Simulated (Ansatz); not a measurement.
Complex (SMILES): F (HF) with S (H2S), atoms 1 to 2 the first; geometry from B3LYP-D3(BJ)/def2-TZVP, monomers rigid:
```xyz
5

F      1.0514    -0.0999    -0.0372
H      0.2433     0.3752     0.0204
S     -1.5978     1.6545     0.0327
H     -1.5779     1.8425    -1.2976
H     -0.9121     2.7859     0.2673
```

The counterpoise-corrected interaction energy at CCSD(T) with Ansatz (a quantum-chemistry and plane-wave program), in kcal/mol, split into its Hartree-Fock and correlation parts. Cores are frozen. No added dispersion term, no relativity. Functions are those of the species that has most. These sets lack the diffuse functions that weak bonds need.

```json
[
 {"basis": "cc-pV(D+d)Z", "X": "2", "functions": "52", "Hartree-Fock": "-2.73", "CCSD(T)": "-2.91"},
 {"basis": "cc-pV(T+d)Z", "X": "3", "functions": "111", "Hartree-Fock": "-3.00", "CCSD(T)": "-4.18"},
 {"basis": "cc-pV(Q+d)Z", "X": "4", "functions": "209", "Hartree-Fock": "-3.13", "CCSD(T)": "-4.80"}
]
```

Worked estimate of the basis-set limit from each neighbouring pair, with Hartree-Fock from the larger set and the correlation part extrapolated as X^-3.
Correlation parts: X = 2: -0.18, X = 3: -1.18, X = 4: -1.67.
- (2,3): (27·(-1.18) - 8·(-0.18))/19 = -1.60; with Hartree-Fock -3.00 the estimate is -4.60 kcal/mol.
- (3,4): (64·(-1.67) - 27·(-1.18))/37 = -2.03; with Hartree-Fock -3.13 the estimate is -5.16 kcal/mol.
The last two estimates differ by 0.56 kcal/mol; the largest set lies 0.36 from the last. Over the last step Hartree-Fock moves by -0.13 and the correlation part by -0.49.
